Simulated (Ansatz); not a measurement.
TiSi5, relaxed as a singlet with RKS r2SCAN-D4/def2-SVP in Ansatz, starting from packed atoms. Force threshold 0.02 eV/Å.

The restricted singlet is unstable towards broken spin symmetry at other levels; at r2SCAN-D4/def2-SVP this wasn't settled. The relaxation made no stability test and no search for a lower SCF solution. No other spin state of charge 0 was run. Another isomer (singlet) lies 2.53 eV lower at PBE0-D4/def2-TZVP; other spin states weren't run for this one.

Start:

```xyz
6

Ti    0.4226   -2.4767    1.2058
Si   -1.6064   -1.3449   -0.4505
Si   -1.6025    1.0013   -0.9135
Si    0.1579   -0.1234    0.1475
Si    2.1667    1.0387    0.7013
Si    0.4617    1.9049   -0.6906
```

```json
{"step": "1", "energy (eV)": "-62477.4585", "largest force component (eV/Å)": "2.372", "SCF passes": "99"}
{"step": "2", "energy (eV)": "-62478.3037", "largest force component (eV/Å)": "1.254", "SCF passes": "55"}
{"step": "3", "energy (eV)": "-62478.4292", "largest force component (eV/Å)": "1.746", "SCF passes": "43"}
{"step": "4", "energy (eV)": "-62478.5753", "largest force component (eV/Å)": "0.420", "SCF passes": "46"}
{"step": "5", "energy (eV)": "-62478.6063", "largest force component (eV/Å)": "0.117", "SCF passes": "38"}
{"step": "6", "energy (eV)": "-62478.6165", "largest force component (eV/Å)": "0.125", "SCF passes": "37"}
{"step": "7", "energy (eV)": "-62478.6213", "largest force component (eV/Å)": "0.105", "SCF passes": "32"}
{"step": "8", "energy (eV)": "-62478.6735", "largest force component (eV/Å)": "0.561", "SCF passes": "36"}
{"step": "9", "energy (eV)": "-62478.8295", "largest force component (eV/Å)": "0.722", "SCF passes": "37"}
{"step": "10", "energy (eV)": "-62479.0720", "largest force component (eV/Å)": "0.850", "SCF passes": "36"}
{"step": "11", "energy (eV)": "-62479.4214", "largest force component (eV/Å)": "0.954", "SCF passes": "34"}
{"step": "12", "energy (eV)": "-62479.7895", "largest force component (eV/Å)": "0.334", "SCF passes": "34"}
{"step": "13", "energy (eV)": "-62479.8124", "largest force component (eV/Å)": "0.139", "SCF passes": "35"}
{"step": "14", "energy (eV)": "-62479.8231", "largest force component (eV/Å)": "0.036", "SCF passes": "28"}
{"step": "15", "energy (eV)": "-62479.8233", "largest force component (eV/Å)": "0.004", "SCF passes": "30"}
```

Force components are those of the run's own axes.

End:

```csv
atom,x (Å),y (Å),z (Å)
Ti1,-0.174,-2.498,0.876
Si2,-1.182,-0.776,-0.264
Si3,-1.970,1.071,-1.359
Si4,1.085,-0.579,0.746
Si5,2.147,1.428,0.476
Si6,0.095,1.354,-0.476
```

Bonds lost: Si3–Si4 (atoms count from 1). Bonds formed: Si2–Si6 (atoms count from 1).

No frequencies were taken in this run, so the end may be a saddle point.

Run time 59 s (4 threads of Arm Neoverse V1 on a shared host).
